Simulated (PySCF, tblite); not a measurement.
Isomers of C6H9O (doublet state), one GFN2-xTB conformer each. Single-point energies are computed at B3LYP/pcH-1 (PySCF, gas phase, no added dispersion term), electronic only. GFN2-xTB treats the open shell by occupation alone, and not every SCF solution was tested for stability.

```tsv
SMILES	GFN2-xTB relative energy (kcal/mol)
C[C@@H]1CC[CH]C1=O	0.0
CCC1=CC[CH]O1	13.0
```

Conformers: `[CH3:1][C@@H:2]1[CH2:3][CH2:4][CH:5][C:6]1=[O:7]` (doublet state) with C1–C2–C3–C4 -148°, C2–C3–C4–C5 24°, C3–C4–C5–C6 -14°, C4–C5–C6–O7 180°; `[CH3:1][CH2:2][C:3]1=[CH:4][CH2:5][CH:6][O:7]1` (doublet state) with C1–C2–C3–C4 -101°.

Question: What does B3LYP/pcH-1 give for the same structures?

Answer: 
```csv
SMILES,B3LYP/pcH-1 E (Eh),B3LYP/pcH-1 (kcal/mol),GFN2-xTB (kcal/mol),point group
C[C@@H]1CC[CH]C1=O,-309.26227,0.0,0.0,C1
CCC1=CC[CH]O1,-309.22594,22.8,13.0,C1
```

Both levels put the same isomer lowest. 

Question: What happens when harmonic zero-point energies from GFN2-xTB frequencies are added?

Answer: 
| SMILES | ZPE (kcal/mol) | electronic (kcal/mol) | with ZPE (kcal/mol) |
| --- | --- | --- | --- |
| C[C@@H]1CC[CH]C1=O | 83.6 | 0.0 | 0.0 |
| CCC1=CC[CH]O1 | 82.8 | 22.8 | 22.0 |

The zero-point energies span 0.8 kcal/mol. The order is unchanged.
